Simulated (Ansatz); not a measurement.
Z-matrix (Å, degrees):
```
Si
C 1 1.928
Si 1 2.343 2 107.8
H 1 1.484 2 108.8 3 121.4
H 1 1.489 2 108.2 3 -118.4
O 2 1.204 1 122.8 3 -96.6
H 2 1.117 1 117.7 3 81.7
H 3 1.487 1 109.4 2 -57.1
H 3 1.487 1 110.2 2 -176.9
H 3 1.486 1 109.8 2 62.6
```

Charge 0, multiplicity 1.

**Question.** List the B3LYP/def2-TZVPP orbital energies in eV (Ansatz). (Estimate.)

**Answer.** Computed: Occupied: -1799.20, -1799.17, -521.01, -279.36, -143.79, -143.74, -99.10, -99.09, -99.09, -99.05, -99.05, -99.04, -29.05, -17.29, -15.44, -14.12, -12.76, -11.57, -11.21, -10.28, -9.94, -9.65, -8.53, -6.86. Lowest empty: -1.99, -0.32, -0.08, 0.38, 0.69, 1.15, 1.24, 1.83.

B3LYP here is the variant with VWN-RPA as its local correlation; programs differ in this.
